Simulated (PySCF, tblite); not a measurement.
Compound: C₂H₁₁NSi₄.
Numbering: `[N:1]#[C:2][C@H:3]([SiH3:4])[SiH:5]([SiH3:6])[SiH3:7]` (hydrogens: H8 on C3; H9, H10, H11 on Si4; H12 on Si5; H13, H14, H15 on Si6; H16, H17, H18 on Si7)

Cartesian coordinates in Å at the GFN2-xTB level; atoms count from 1:
```xyz
18
C2H11NSi4 angstrom
N     -1.499    0.327    2.393
C     -1.410    0.224    1.254
C     -1.239    0.070   -0.144
Si    -2.020   -1.589   -0.696
Si     0.653    0.306   -0.540
Si     1.104    2.565   -0.193
Si     1.885   -1.264    0.649
H     -1.788    0.877   -0.640
H     -1.845   -1.669   -2.146
H     -1.334   -2.688   -0.020
H     -3.443   -1.587   -0.357
H      0.679    0.007   -1.993
H      0.198    3.460   -0.922
H      0.999    2.924    1.221
H      2.461    2.896   -0.635
H      1.516   -2.657    0.374
H      1.775   -1.063    2.093
H      3.301   -1.133    0.291
```

Method: PBE0/def2-SVPD in PySCF (dipole) on a GFN2-xTB geometry, gas phase.

Masses are those of the commonest isotopes; rigid-rotor values at the optimised geometry. The values belong to one conformer with, in the numbering `[N:1]#[C:2][C@H:3]([SiH3:4])[SiH:5]([SiH3:6])[SiH3:7]`, C2–C3–Si5–Si6 -70°.

(1) Give the principal moments of inertia and the rotational constants in cm⁻¹.

(2) What kind of rotor is it?

(3) What does the inertial defect say?

(4) Give the other two planar moments, Paa and Pbb, and the rms extents of the mass along the axes.

(5) Which lines would a microwave search look for?

(6) Estimate the classical rotational partition function at 25 K, 50 K and 500 K.

## Answers

(1) Ia = 405.34, Ib = 622.83, Ic = 733.48 u·Å²; 505379 MHz·u·Å²/I gives 1247, 811.4 and 689.0 MHz, that is A = 0.04159, B = 0.02707, C = 0.02298 cm⁻¹.

(2) An asymmetric top: κ = (2 × 811.4 − 1247 − 689.0)/(1247 − 689.0) = -0.56.

(3) Not planar: Δ = Ic − Ia − Ib = -294.70 u·Å². For a rigid frame Δ = −2 Σ m c², so Σ m c² = 147.35 u·Å² lies off the ab plane: 17.79 from hydrogen and 129.56 from heavier atoms. The atom farthest from that plane is 2.28 Å away.

(4) Paa = Σ m a² = (Ib + Ic − Ia)/2 = 475.48 and Pbb = Σ m b² = (Ia + Ic − Ib)/2 = 257.99 u·Å². With the mass M = 161.00 u, the rms extents √(P/M) along a, b and c are 1.72, 1.27, 0.96 Å.

(5) The dipole components are |μa| = 0.20 D, |μb| = 0.76 D, |μc| = 3.63 D. The squared components, which scale the intensities, stand as 0.00 : 0.04 : 1.00 (a : b : c). Some lines, for components of 0.1 D or more:

| type | branch | J(Ka,Kc) | MHz | lower level (cm⁻¹) |
| --- | --- | --- | --- | --- |
| c | Q | 3(2,2) ← 3(1,2) | 1138 | 0.329 |
| b | Q | 4(2,2) ← 4(1,3) | 1226 | 0.535 |
| b | Q | 5(2,3) ← 5(1,4) | 1313 | 0.791 |
| b | Q | 2(2,0) ← 2(1,1) | 1329 | 0.173 |
| a | R | 1(0,1) ← 0(0,0) | 1500 | 0.000 |
| b | Q | 2(2,1) ← 2(1,2) | 1673 | 0.161 |
| b | Q | 5(1,4) ← 5(0,5) | 1836 | 0.730 |
| c | Q | 5(3,3) ← 5(2,3) | 2041 | 0.835 |
| a | R | 2(1,2) ← 1(1,1) | 2878 | 0.065 |
| a | R | 2(1,1) ← 1(1,0) | 3123 | 0.069 |
| b | R | 2(1,2) ← 1(0,1) | 3314 | 0.050 |
| a | R | 3(1,3) ← 2(1,2) | 4305 | 0.161 |
| c | Q | 5(5,1) ← 5(4,1) | 4421 | 1.018 |
| c | R | 2(2,0) ← 1(1,0) | 4452 | 0.069 |
| a | R | 3(2,2) ← 2(2,1) | 4501 | 0.216 |
| b | R | 3(2,1) ← 2(1,2) | 6282 | 0.161 |
| b | R | 5(1,4) ← 4(2,3) | 6753 | 0.566 |
| c | R | 4(1,3) ← 3(0,3) | 7149 | 0.297 |
| a | R | 5(3,2) ← 4(3,1) | 7607 | 0.652 |
| a | R | 5(2,3) ← 4(2,2) | 7769 | 0.576 |
| b | R | 4(2,2) ← 3(1,3) | 8151 | 0.304 |
| c | R | 4(3,1) ← 3(2,1) | 8446 | 0.370 |
| b | R | 4(3,1) ← 3(2,2) | 8553 | 0.367 |
| c | R | 4(4,0) ← 3(3,0) | 9480 | 0.450 |
| c | R | 4(4,1) ← 3(3,1) | 9482 | 0.450 |
| b | R | 5(4,2) ← 4(3,1) | 10977 | 0.652 |
| c | R | 5(5,0) ← 4(4,0) | 11975 | 0.766 |

(6) Point group C1, symmetry number σ = 1; q = (√π/σ)·√((kT/h)³/(ABC)), k/h = 20836.6 MHz/K: 25200 at 25 K, 71400 at 50 K, 2260000 at 500 K.

Its lowest GFN2-xTB frequency is 10i cm⁻¹, too small to tell a flat minimum from a shallow saddle. Zero-point vibration and centrifugal distortion are left out. A rigid rotor knows nothing of internal rotation, which can split or shift real lines. Quadrupole hyperfine structure (14N) is left out.
